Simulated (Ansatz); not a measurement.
The cluster Rb2F⁻. The state is a triplet with charge -1. Geometry r2SCAN-D4/def2-TZVP, that of the neutral doublet.

```xyz
3

Rb   -1.7801   -0.5647   -1.1872
Rb    1.7405   -0.2185    1.3492
F     0.0396    0.7831   -0.1620
```

In the def2 sets Rb takes a core potential; there is no spin–orbit coupling. At PBE-D4/def2-TZVPD, r2SCAN-D4/def2-TZVPD, PBE0-D4/def2-TZVPD the highest occupied level of the charge -1 triplet lies above zero (up to 0.64 eV). By energy differences its removal costs 0.43 eV (vertical, to the charge 0 doublet, at r2SCAN-D4/def2-TZVPD); a positive level beside a positive removal energy at the same level points to self-interaction error. The order of the spin states hangs on the level: the singlet lies 0.06 eV below the triplet at PBE-D4/def2-TZVPD, but 0.06 eV above it at r2SCAN-D4/def2-TZVPD. The singlet is doubtful at r2SCAN-D4/def2-TZVPD (restricted singlet with a triplet 0.06 eV lower at the same geometry). The structure comes from a short search, and lower isomers may exist.

Problem. Estimate the α-spin orbital energies around the gap (eV) in Ansatz with PBE-D4/def2-TZVPD, r2SCAN-D4/def2-TZVPD, PBE0-D4/def2-TZVPD.

Solution. 
```tsv
orbital	PBE-D4/def2-TZVPD	r2SCAN-D4/def2-TZVPD	PBE0-D4/def2-TZVPD
HOMO−5	-12.06	-12.61	-13.85
HOMO−4	-3.18	-3.52	-5.10
HOMO−3	-3.16	-3.51	-5.06
HOMO−2	-3.16	-3.51	-5.05
HOMO−1	0.32	0.30	-0.08
HOMO	0.64	0.64	0.28
LUMO	1.25	1.25	1.50
LUMO+1	1.30	1.30	1.56
LUMO+2	1.41	1.49	1.65
LUMO+3	1.45	1.53	1.69
LUMO+4	1.56	1.63	1.81
LUMO+5	1.77	1.90	2.01
β HOMO	-3.14	-3.49	-5.05
β LUMO	1.02	0.89	1.51
```
